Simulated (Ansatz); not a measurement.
Consider the ligand exchange at the Si–O bond: `N[SiH](O)F` + `N[SiH](N)F` → `N[Si@H](F)N[Si@H](N)F` + H₂O.

Isolated molecules relaxed with PBE0-D4/def2-TZVP in Ansatz; ΔE leaves out vibrations. CCSD(T)/CBS is the MP2 limit (def2-TZVPP, def2-QZVPP) plus CCSD(T) − MP2 in def2-TZVPP, frozen cores. This one scheme is used for every species. Functionals use def2-TZVPP. B3LYP here is the variant with VWN-RPA as its local correlation; programs differ in this. One conformer a species, not always the lowest.

`N[SiH](O)F`:

```xyz
8

N    -0.659   -0.600    0.783
Si    0.468    0.359   -0.052
O     0.406    0.060   -1.652
F     0.054    1.858    0.307
H    -1.044   -0.291    1.660
H    -0.654   -1.604    0.708
H     1.893    0.214    0.295
H    -0.465    0.004   -2.050
```

`N[SiH](N)F`:

```xyz
9

N    -0.637   -1.180    0.528
Si    0.430    0.126    0.322
N    -0.020    0.947   -1.089
F     0.298    0.946    1.694
H    -0.782   -1.594    1.433
H    -0.823   -1.824   -0.221
H     1.881   -0.148    0.195
H     0.631    1.536   -1.582
H    -0.978    1.192   -1.279
```

`N[Si@H](F)N[Si@H](N)F`:

Cartesian coordinates in Å:
```
N -0.185 -0.409 -1.885
Si 1.036 -0.877 -0.778
F 0.627 -2.367 -0.374
N 1.064 0.217 0.527
Si -0.216 0.832 1.500
N -1.668 0.374 0.782
F 0.022 2.415 1.593
H -0.141 0.512 -2.293
H -0.512 -1.085 -2.559
H 2.420 -0.967 -1.299
H 1.990 0.525 0.791
H -0.176 0.399 2.913
H -2.534 0.287 1.282
H -1.726 0.144 -0.199
```

H₂O:

Cartesian coordinates in Å:
```
O -0.297 -0.035 -0.250
H 0.370 0.655 -0.227
H -0.073 -0.620 0.477
```

```csv
level,ΔE (kJ/mol)
B3LYP-D4,32.9
ωB97X-V,36.0
ωB97M-V,34.9
r2SCAN,40.1
MP2/def2-QZVPP,33.1
SCS-MP2/def2-QZVPP,37.3
MP2/CBS(def2),32.6
CCSD/CBS(def2),35.9
```

Task: What does CCSD(T)/CBS give? (An estimate is asked.)

Result: Ansatz gave: +32.8 kJ/mol. The listed levels differ from it by 0.1, 3.2, 2.1, 7.3, 0.3, 4.5, -0.2, 3.1 kJ/mol.

Largest T1 diagnostic among the species: 0.011.

In def2-TZVPP, CCSD(T) changes the Hartree–Fock value by −19.4 kJ/mol (the triples alone add −3.1 kJ/mol) and MP2 by −19.7 kJ/mol. The D4 term adds −14.4 kJ/mol with B3LYP and −8.4 kJ/mol with PBE0; it sums over pairs of atoms, weighted by their polarisabilities, and B3LYP, whose exchange is more repulsive, gets the larger term.
